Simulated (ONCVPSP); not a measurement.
# Ranking ONCV potentials for Os (Z = 76)

All share these settings but for the change named:

osmium, optimised norm-conserving Vanderbilt (ONCV), made with ONCVPSP 4.0.1 (PBE, scalar-relativistic). Core [Kr] 4d10 4f14, reference 5s2 5p6 5d6 6s2. Waves: 5s+6s: rc 1.55 bohr, ncon 3, nbas 6, qcut 9.1 1/bohr, 2 projectors; 5p: rc 1.60 bohr, ncon 4, nbas 8, qcut 10.7 1/bohr, 1 projector; 5d: rc 2.20 bohr, ncon 4, nbas 9, qcut 6.1 1/bohr, 1 projector. Local part: polynomial inside 1.45 bohr (lpopt 5, dvloc0 1 Ha). Core correction: Teter function, fcfact 3.75, rcfact 1.4.

Test errors are all-electron minus pseudo excitation energies from the reference, over 5s2 5p6 5d6 6s1; 5s2 5p6 5d6 6s0; 5s2 5p6 5d5 6s0; 5s2 5p6 5d6 6s0 6p1. None of these files shows a bound ghost.

The base gives 24.9 meV.

Of 9 variants that were run, those that failed, showed a ghost or another fault, or gave nearly equal values are left out.

Question: Rank these variants by their largest absolute test error, smallest first.
A. local potential polynomial inside 1.45 bohr (lpopt 5, dvloc0 -0.5 Ha)
B. local potential polynomial inside 1.45 bohr (lpopt 5, dvloc0 1.5 Ha)
C. local potential polynomial inside 1.45 bohr (lpopt 5, dvloc0 6.5 Ha)
D. local potential polynomial inside 1.45 bohr (lpopt 5, dvloc0 -2.5 Ha)
E. local potential polynomial inside 1.45 bohr (lpopt 5, dvloc0 4.5 Ha)

Answer: C (17.1 meV), A (51.7 meV), B (66.9 meV), E (95.0 meV), D (142.3 meV).
